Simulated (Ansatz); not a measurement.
Two members of one family (1-ethyl-3-methylimidazolium salts), computed with Ansatz in the gas phase. The two geometries come from different levels. Binding counts from free atoms in the multiplicity of their measured ground term, without zero-point energy. The structures are stationary points that may keep the symmetry of their start.

First: 1-ethyl-3-methylimidazolium hexafluorophosphate (singlet, charge 0, r2SCAN-D4/def2-SVP geometry).

| atom | x (Å) | y (Å) | z (Å) |
| --- | --- | --- | --- |
| C1 | 0.953 | 1.675 | 1.961 |
| C2 | -0.403 | 1.872 | 1.305 |
| N3 | -0.395 | 1.416 | -0.094 |
| C4 | 0.402 | 1.920 | -1.102 |
| C5 | 0.250 | 1.094 | -2.181 |
| N6 | -0.641 | 0.107 | -1.811 |
| C7 | -0.910 | -1.118 | -2.555 |
| C8 | -1.004 | 0.315 | -0.541 |
| H9 | 0.889 | 1.988 | 3.013 |
| H10 | 1.733 | 2.284 | 1.476 |
| H11 | 1.243 | 0.617 | 1.927 |
| H12 | -1.166 | 1.273 | 1.817 |
| H13 | -0.721 | 2.927 | 1.308 |
| H14 | 1.000 | 2.818 | -0.974 |
| H15 | 0.694 | 1.126 | -3.172 |
| H16 | -0.852 | -0.900 | -3.629 |
| H17 | -1.912 | -1.485 | -2.300 |
| H18 | -0.175 | -1.878 | -2.257 |
| H19 | -1.603 | -0.367 | 0.059 |
| F20 | -0.502 | -1.057 | 1.828 |
| P21 | 0.391 | -2.275 | 1.127 |
| F22 | 1.048 | -1.134 | 0.106 |
| F23 | -0.843 | -2.459 | 0.030 |
| F24 | 1.586 | -1.991 | 2.182 |
| F25 | 1.241 | -3.422 | 0.371 |
| F26 | -0.303 | -3.347 | 2.105 |

```
              level  HOMO (eV)  LUMO (eV)  gap (eV)  binding per atom (eV)
    PBE-D4/def2-SVP      -6.80      -1.99      4.81                   4.45
   PBE-D4/def2-TZVP      -7.20      -2.13      5.07                   4.41
r2SCAN-D4/def2-TZVP      -7.46      -1.96      5.50                   4.29
   PBE0-D4/def2-SVP      -8.38      -1.03      7.35                   4.32
  PBE0-D4/def2-TZVP      -8.38      -1.15      7.23                   4.29
```

Second: 1-ethyl-3-methylimidazolium trifluoroacetate (singlet, charge 0, PBE0-D4/def2-SVP geometry).

```xyz
26

C    -0.457   -3.245    0.560
C    -0.049   -2.306   -0.558
N    -0.933   -1.148   -0.665
C    -2.207   -1.110   -1.186
C    -2.642    0.175   -1.050
N    -1.625    0.884   -0.450
C    -1.623    2.299   -0.115
C    -0.598    0.065   -0.219
H     0.242   -4.093    0.603
H    -1.470   -3.648    0.409
H    -0.426   -2.731    1.531
H     0.958   -1.900   -0.384
H    -0.045   -2.814   -1.534
H    -2.693   -1.982   -1.614
H    -3.581    0.640   -1.339
H    -0.590    2.570    0.173
H    -2.319    2.487    0.715
H    -1.933    2.880   -0.992
H     0.425    0.296    0.239
O     1.387    2.528    0.481
C     2.177    1.600    0.680
O     1.960    0.365    0.691
C     3.657    1.971    0.945
F     4.071    1.473    2.117
F     4.449    1.459   -0.008
F     3.864    3.285    0.973
```

Q: Estimate the same table for the second.

A: 
```json
{"level": "PBE-D4/def2-SVP", "HOMO (eV)": "-4.52", "LUMO (eV)": "-1.63", "gap (eV)": "2.89", "binding per atom (eV)": "4.72"}
{"level": "PBE-D4/def2-TZVP", "HOMO (eV)": "-4.95", "LUMO (eV)": "-1.79", "gap (eV)": "3.16", "binding per atom (eV)": "4.64"}
{"level": "r2SCAN-D4/def2-TZVP", "HOMO (eV)": "-5.30", "LUMO (eV)": "-1.61", "gap (eV)": "3.70", "binding per atom (eV)": "4.47"}
{"level": "PBE0-D4/def2-SVP", "HOMO (eV)": "-6.35", "LUMO (eV)": "-0.65", "gap (eV)": "5.70", "binding per atom (eV)": "4.57"}
{"level": "PBE0-D4/def2-TZVP", "HOMO (eV)": "-6.64", "LUMO (eV)": "-0.79", "gap (eV)": "5.85", "binding per atom (eV)": "4.50"}
```
